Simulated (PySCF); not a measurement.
This PySCF input asks for the NMR shieldings of `CCN1C[C@@H](OC)C=N1`, C6H12N2O; the geometry comes from PBE0-D3(BJ)/def2-SVP.

```python
import basis_set_exchange as bse
import numpy as np
from pyscf import gto, dft
from pyscf.prop import nmr

atoms = """
C    -2.806599    0.062658    0.730171
C    -2.233484   -1.123175   -0.034478
N    -0.801933   -1.099744   -0.209157
C    -0.167669   -0.128737   -1.092938
C     1.263165   -0.036943   -0.554550
O     1.635597    1.312625   -0.450361
C     2.985696    1.513617   -0.165386
C     1.100408   -0.767721    0.759665
N    -0.058783   -1.298015    0.898481
H    -3.896399   -0.039234    0.845426
H    -2.358094    0.121041    1.733221
H    -2.614392    1.016264    0.214211
H    -2.473749   -2.061274    0.489046
H    -2.686144   -1.194449   -1.037315
H    -0.226474   -0.447629   -2.143595
H    -0.619069    0.877163   -1.001808
H     1.990462   -0.563725   -1.209710
H     3.642037    1.040382   -0.922994
H     3.275787    1.121161    0.827886
H     3.170011    2.596847   -0.172214
H     1.866569   -0.900287    1.525228
"""
names = dict.fromkeys(["C", "N", "O", "H"], "pcSseg-1")
basis = {el: gto.basis.parse(bse.get_basis(n, elements=[el], fmt="nwchem")) for el, n in names.items()}
mol = gto.M(atom=atoms, basis=basis, charge=0, verbose=0)
mf = dft.RKS(mol, xc="PBE0")
mf.grids.level = 2
mf.grids.alignment = dft.numint.BLKSIZE   # the property module wants whole blocks of grid points
mf.conv_tol = 1e-9
mf.kernel()

calc = nmr.RKS(mf)   # GIAO
C = mf.mo_coeff
Co = C[:, mf.mo_occ > 0]
resp = mf.gen_response(singlet=True, hermi=2)
def vind(x):   # induced exchange potential for any number of trial vectors
    d = np.einsum("pi,xij,qj->xpq", C, 2 * x.reshape(-1, C.shape[1], Co.shape[1]), Co, optimize=True)
    return np.einsum("xpq,pi,qj->xij", resp(d - d.transpose(0, 2, 1)), C, Co, optimize=True).ravel()
mo1, _ = nmr.rhf.solve_mo1(calc, with_cphf=vind)
sigma = calc.kernel(mo1)
for i, s in enumerate(sigma):   # ppm
    print("%2d %-2s %9.2f" % (i, mol.atom_pure_symbol(i), np.trace(s) / 3))
```

**Question.** What are the results?

**Answer.** 
```
 0 C     174.91
 1 C     137.83
 2 N     116.68
 3 C     129.99
 4 C      97.07
 5 O     288.06
 6 C     127.68
 7 C      49.83
 8 N    -140.59
 9 H      30.71
10 H      30.29
11 H      30.13
12 H      27.66
13 H      28.46
14 H      27.98
15 H      28.34
16 H      26.81
17 H      28.21
18 H      27.84
19 H      27.67
20 H      24.68
```

These numbers come from an equivalent density-fitted implementation of the same equations, which agrees with the script to about 0.01 ppm for H and up to a few tenths of a ppm for heavy atoms, so last digits may differ.

**Question.** Turn these shieldings into chemical shifts. Referencing at the same level of theory: ¹³C (σ = 184.41 ppm), ¹H (σ = 31.27 ppm) vs TMS; NH3 for ¹⁵N (σ = 265.67 ppm); ¹⁷O (σ = 334.56 ppm) vs H2O.

**Answer.** Averaging equivalent atoms: C 7: 134.6; C 4: 87.3; C 6: 56.7; C 3: 54.4; C 1: 46.6; C 0: 9.5; N 8: 406.3; N 2: 149.0; O 5: 46.5; H 20: 6.59; H 16: 4.45; H 12: 3.60; H 17/18/19: 3.36; H 14: 3.28; H 15: 2.93; H 13: 2.80; H 9/10/11: 0.89 ppm. Experimental scales use liquid or dissolved standards, which lie at an offset from isolated NH3 (liquid NH3: subtract about 20 ppm) and H2O (liquid H2O: subtract about 36 ppm). Unscaled 15N shifts of sp2 nitrogen come out 20 to 40 ppm too high even then.

Size and cost of the density-fitted run: 213 basis functions, 64 s wall time on 1 thread of an Arm Neoverse N1, shared host; peak memory 0.98 GiB.
